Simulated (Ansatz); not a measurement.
As(iPr)3 (C9H21As). The state is a triplet with charge 0. Geometry PBE-D4/def2-SVP, that of the neutral singlet; atoms count from 1.

```xyz
31

As   -0.741   -0.173   -0.144
C     0.480   -1.628    0.581
C     0.115   -2.950   -0.104
C     0.417   -1.780    2.102
H     1.514   -1.331    0.297
H     0.155   -2.889   -1.208
H    -0.915   -3.262    0.171
H     0.805   -3.762    0.212
H     1.071   -2.618    2.427
H     0.755   -0.874    2.642
H    -0.611   -2.022    2.447
C    -0.322    1.286    1.208
C    -1.330    1.183    2.359
C    -0.337    2.695    0.613
H     0.702    1.071    1.585
H    -1.349    0.180    2.827
H    -2.359    1.398    2.000
H    -1.095    1.920    3.157
H    -0.145    3.447    1.409
H     0.434    2.844   -0.168
H    -1.326    2.943    0.170
C     0.429    0.481   -1.673
C    -0.420    1.381   -2.578
C     1.063   -0.648   -2.489
H     1.241    1.079   -1.204
H    -0.894    2.218   -2.030
H    -1.235    0.799   -3.058
H     0.198    1.821   -3.391
H     1.653   -0.223   -3.330
H     1.753   -1.277   -1.893
H     0.294   -1.311   -2.939
```

At PBE0-D4/def2-TZVP a singlet of charge 0 lies 4.93 eV below the triplet at the same geometry.

(1) Estimate the Mulliken populations of the heavy atoms from the PBE0/def2-TZVP orbitals of Ansatz.

(2) Where does the spin sit?

(3) And the Mayer bond orders between heavy atoms (over 0.3)?

## Answers

(1) 
```csv
atom,charge (e),spin (α − β)
As1,0.05,1.53
C2,-0.07,0.05
C3,-0.36,0.00
C4,-0.41,0.00
C12,-0.06,0.13
C13,-0.36,-0.03
C14,-0.37,-0.03
C22,-0.16,0.01
C23,-0.37,0.00
C24,-0.33,-0.05
```
Mulliken values depend strongly on the basis.

(2) Summed by element: As 1.53, C 0.09, H 0.38, of 2 unpaired in all. Largest on single atoms: As1 1.53, C12 0.13, H15 0.06.

(3) As1–C2 0.51 (2.03 Å); As1–C12 0.42 (2.03 Å); As1–C22 0.95 (2.03 Å); C2–C3 1.00 (1.53 Å); C2–C4 0.95 (1.53 Å); C12–C13 0.99 (1.53 Å); C12–C14 0.99 (1.53 Å); C22–C23 0.99 (1.53 Å); C22–C24 0.99 (1.53 Å).
